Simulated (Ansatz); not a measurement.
Relaxation of BF3H2 (6 atoms, charge 0, multiplicity 1), to a largest force component of 0.03 eV/Å in at most 50 steps.

The calculation used RKS BLYP-D4/def2-SVP in Ansatz.

```xyz
6
Properties=species:S:1:pos:R:3
B -0.006 0.265 0.054
F -0.007 0.514 1.356
F 1.141 0.199 -0.608
F -1.154 0.156 -0.600
H 0.091 -2.045 0.680
H 0.046 -1.614 1.252
```

Where does it end, and by what steps?

The run converged. After 6 steps the energy has fallen by 0.129 eV; H6 moved furthest, 0.37 Å.

```csv
step,energy less start (eV),largest force component (eV/Å),accepted
0,0.0000,1.478,yes
1,-0.1130,0.224,yes
2,0.0181,2.010,no
3,-0.1096,0.599,no
4,-0.1204,0.205,yes
5,-0.1272,0.189,yes
6,-0.1292,0.021,yes
```

```xyz
6
Properties=species:S:1:pos:R:3
B -0.011 0.438 0.004
F -0.015 0.760 1.291
F 1.138 0.313 -0.644
F -1.156 0.260 -0.638
H 0.093 -2.345 0.732
H 0.062 -1.952 1.390
```

Whether the end is a true minimum wasn't checked by a vibrational analysis.

The run took 5.1 s on 1 thread of Intel(R) Xeon(R) 6975P-C (Granite Rapids), on a shared host, peak memory 0.13 GiB.
